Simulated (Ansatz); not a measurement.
System: H2S2, charge 0, multiplicity 1. SMILES: SS
Coordinates optimised at B3LYP-D3(BJ)/def2-TZVP (Ansatz, a program for electronic structure):
```
S
H 1 1.3476
S 1 2.0719 2 98.52
H 3 1.3476 1 98.52 2 -90.39
```

CCSD(T) with Ansatz in growing basis sets, 14 correlated electrons. Valence correlation only, unless marked. UHF or UKS for open shells. Spin-orbit coupling is left out. Non-relativistic. Costs are ratios of core time to the smallest set, on shared machines of one kind, and rough; they hold the program's checks for lower states.

| basis | functions | cost over smallest | E(corr) (Eh) | electronic atomisation energy (kcal/mol) |
|---|---|---|---|---|
| def2-TZVPP | 112 | 1× | -0.4125 | 231.9 |
| def2-QZVPP | 200 | 6× | -0.4438 | 238.2 |

Formally CCSD grows as o²v⁴ and (T) as o³v⁴; with o = 7 and v going from 95 to 183 both grow 14-fold in the last step, while integrals and the mean field grow more slowly. That step adds 31.2 mEh of correlation energy and 6.3 kcal/mol to the atomisation energy.
